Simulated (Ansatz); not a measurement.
`C[S][GeH]([CH3])[Cl]` + H₂ → `[CH3][GeH2][Cl]` + CH₃SH  (hydrogenolysis of a Ge–S bond)

Calculated with Ansatz (gas phase, PBE0-D4/def2-TZVP geometries, no zero-point term in ΔE). CCSD(T)/CBS adds triple-zeta CCSD(T) − MP2 to the extrapolated MP2 energy (def2 sets, frozen cores). This one scheme is used for every species. Functionals use def2-TZVPP. For Ge outer-core shells are correlated without core-valence functions, which leaves a few kJ/mol of doubt a bond. Scalar relativity is left out up to krypton. Each species was taken in one conformer, which may not be the lowest.

```tsv
level	ΔE (kJ/mol)
PBE-D4	34.8
r2SCAN0-D4	29.7
B2PLYP	23.1
PBE-QIDH	27.9
PBE	24.7
r2SCAN0	26.2
LC-ωPBE	15.8
MP2/CBS(def2)	42.1
```

What does CCSD(T)/CBS give? (An estimate is asked.)

The calculation gave: +31.1 kJ/mol. The listed levels differ from it by 3.7, -1.4, -8.0, -3.2, -6.4, -4.9, -15.3, 11.0 kJ/mol.

Largest T1 diagnostic among the species: 0.010.

At CCSD(T), def2-SVP lies −15.7 kJ/mol from the extrapolated value and def2-TZVPP −3.0 kJ/mol. In def2-TZVPP, CCSD(T) changes the Hartree–Fock value by +26.8 kJ/mol (the triples alone add +6.8 kJ/mol) and MP2 by +37.8 kJ/mol. The D4 term adds +16.1 kJ/mol with B3LYP and +9.1 kJ/mol with PBE0; it sums over pairs of atoms, weighted by their polarisabilities, and B3LYP, whose exchange is more repulsive, gets the larger term.

B3LYP here is the variant with VWN-RPA as its local correlation; programs differ in this.
